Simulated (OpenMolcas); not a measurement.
W3+: effect of the basis set

```json
{
  "Program": "OpenMolcas",
  "Method": "MS-CASPT2, IPEA 0.25 Eh, imaginary shift 0.1 Eh (closed shells correlated: 5s 5p)",
  "Active space": "3 electrons in 5 orbitals (5d)",
  "State averaging": "2S+1 = 4 even, 10 roots; 2S+1 = 2 even, 40 roots",
  "Spin-orbit coupling": "state interaction with AMFI integrals over the reference wave functions, term energies averaged over their components"
}
```

A. ANO-R1 [7s5p4d2f], X2C, finite nucleus; CASPT2 step of the order of 6 core-seconds
B. ANO-RCC-VDZP [7s6p4d2f1g], DKH2, point nucleus; CASPT2 step roughly 6 core-seconds
C. ANO-R2 [8s6p5d3f2g], X2C, finite nucleus; CASPT2 step about 11 core-seconds
D. ANO-RCC-VTZP [8s7p5d3f2g1h], DKH2, point nucleus; CASPT2 step roughly 22 core-seconds
E. ANO-R3 [9s7p6d4f3g2h], X2C, finite nucleus; CASPT2 step of the order of 40 core-seconds
F. ANO-RCC-VQZP [9s8p6d4f3g2h], DKH2, point nucleus; CASPT2 step about 70 core-seconds

Energies in cm⁻¹ above 5d³ ⁴F_3/2, the measured ground level; measured values from the list in J. Phys. B 45, 035001 (2012).

```tsv
Level	A	B	C	D	E	F	Measured
5d³ ⁴F_3/2	0.0	0.0	0.0	0.0	0.0	0.0	0.0
5d³ ⁴F_5/2	3830	4230	3830	3640	3710	3720	3537
5d³ ⁴F_7/2	7310	7960	7210	6950	6990	7020	6745
5d³ ⁴F_9/2 [70 %]	10080	10800	9790	9580	9490	9550	9256
5d³ ⁴P_1/2 [57 %]	13080	13370	12460	12340	12230	12260	11773
5d³ ²G_7/2	16950	17660	16060	16130	15600	15760	15261
5d³ ²H_9/2 [52 %]	18120	18790	17100	17180	16610	16810	
5d³ ⁴P_5/2	18670	19190	18180	18070	17850	17990	17190
5d³ ²P_1/2 [57 %]	20650	21690	19810	19410	19350	19390	18365
5d³ ²H_11/2	24820	25570	23350	23540	22710	23010	22223
5d³ ²D_5/2(1)	25450	26380	24630	24630	24100	24330	22766
5d³ ²G_9/2 [50 %]	26630	27860	25430	25350	24750	24990	
5d³ ²F_5/2	32160	32530	30400	30820	29810	30040	27938
5d³ ²F_7/2	32210	32750	30470	30810	29830	30080	28412
5d³ ²D_5/2(2)	48160	48700	46230	46660	45520	45770	43287
5d³ ²D_3/2(2)	48510	48800	46490	47000	45830	46070
```

Deviations, from unrounded energies. A percentage is the sum of absolute deviations over the sum of measured energies, with the sign that they share, or ± where signs differ.

```json
{"Against measurement": "mean absolute deviation (cm-1)", "Levels": "12", "A": "2200", "B": "2800", "C": "1300", "D": "1300", "E": "870", "F": "1000"}
{"Against measurement": "fine structure of the ground term (%)", "Levels": "3", "A": "+8.6", "B": "+17.6", "C": "+6.6", "D": "+3.3", "E": "+3.4", "F": "+3.8"}
{"Against measurement": "other terms of the ground configuration (%)", "Levels": "9", "A": "+12.0", "B": "+14.8", "C": "+6.9", "D": "+7.3", "E": "+4.7", "F": "+5.5"}
```

E lies closest to measurement on these levels and B furthest from it. The largest miss of E in the table is 5d³ ²D_5/2(2), by +2200 cm-1. The ranking rests on the paired levels alone, and a cruder setting can come out closer through cancelling errors.

The two smallest mean deviations differ by little beside CASPT2's spread within terms, so their order carries little weight.

Among A to F the level of the table that moves most is 5d³ ²D_5/2(2), by 3200 cm-1 (lowest in E, highest in B). Moves below CASPT2's spread within the term are not significant.

CASPT2 breaks the degeneracy within a term, and the mean is taken; among the terms shown or strongly mixed into the levels shown the widest spread is 910 cm-1 (5d³ ²P, F). The CASPT2 spread within a term exceeds the gap to the next term for 5d³ ⁴P and 5d³ ²G, 5d³ ²H and 5d³ ²D(1), so the order of their levels is uncertain (figures for C; the like holds for D, E, F). Some terms miss by over 15 % even with CASPT2, which points to a basis or an active space too small for the shells correlated (holds for A; B). The basis is small and was not contracted for so high a charge (holds for A; B). Computed and measured levels are paired by configuration, term and J; levels that our copy of the source lacks, or whose pairing is in doubt (as where it misses far off the trend of its configuration), stay unpaired and out of the deviations. Levels of configurations outside the active space are missing. Levels that lie high or do not pair safely by name in every column are left out.

A share in square brackets marks a mixed level and gives the weight of the term that names it, the lowest over the columns. A number in round brackets counts repeated terms of one configuration in the order of the reference energies.
